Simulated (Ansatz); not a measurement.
Reactions of C₃H₅FSi, SMILES `FC1C=C1[SiH3]`.

Program: Ansatz. Geometries: PBE0-D4/def2-TZVP. ΔE: electronic, gas phase. CCSD(T)/CBS adds triple-zeta CCSD(T) − MP2 to the extrapolated MP2 energy (def2 sets, frozen cores). This one scheme is used for every species, atoms too. DFT in def2-TZVPP. Open shells (•) are unrestricted, without spin–orbit coupling. Spin–orbit coupling would lower the free atoms: a little for C, F, Si. For Br, Ga, Ge outer-core shells are correlated without core-valence functions, so the limit isn't a true one: a few kJ/mol of doubt a bond, and 10 to 20 or more in all where bonds break to atoms. Scalar relativity is left out up to krypton. Each species was taken in one conformer, which may not be the lowest.

| reaction | CCSD(T)/CBS(def2) (eV) |
| --- | --- |
| `FC1C=C1[SiH3]` → 3 C• + F• + 5 H• + Si• | 39.51 |
| `FC1C=C1[SiH3]` + `C[Si](O)(F)F` → `O[Si](F)(F)[SiH3]` + `CC1=CC1F` | ? |
| `FC1C=C1[SiH3]` + H₂ → `[SiH3]C1=CC1` + H–F | -0.77 |
| `FC1C=C1[SiH3]` + HBr → `FC1C=C1Br` + SiH₄ | 0.81 |
| `FC1C=C1[SiH3]` → `F[SiH]1C=CC1` | -3.50 |
| `FC1C=C1[SiH3]` + `[BH2][GeH2][CH3]` → `[BH2][GeH2][CH2][SiH3]` + `FC1C=C1` | 0.18 |
| `FC1C=C1[SiH3]` + `N[SiH2]O[SiH3]` → `[SiH3]N[SiH2]O[SiH3]` + `FC1C=C1` | ? |
| `FC1C=C1[SiH3]` + H₂ → `FC1C=C1` + SiH₄ | 0.02 |
| `FC1C=C1[SiH3]` → `FC1C=C[SiH2]1` | ? |
| `FC1C=C1[SiH3]` + `[OH][Ga]([F])[F]` → `[F][Ga]([F])[O][SiH3]` + `FC1C=C1` | -0.76 |

Fill in the missing values. (Estimate.)

Computed: `FC1C=C1[SiH3]` + `C[Si](O)(F)F` → `O[Si](F)(F)[SiH3]` + `CC1=CC1F`: +0.68 eV; `FC1C=C1[SiH3]` + `N[SiH2]O[SiH3]` → `[SiH3]N[SiH2]O[SiH3]` + `FC1C=C1`: -0.35 eV; `FC1C=C1[SiH3]` → `FC1C=C[SiH2]1`: -0.98 eV.

Largest T1 diagnostic: 0.015, for `[OH][Ga]([F])[F]`.
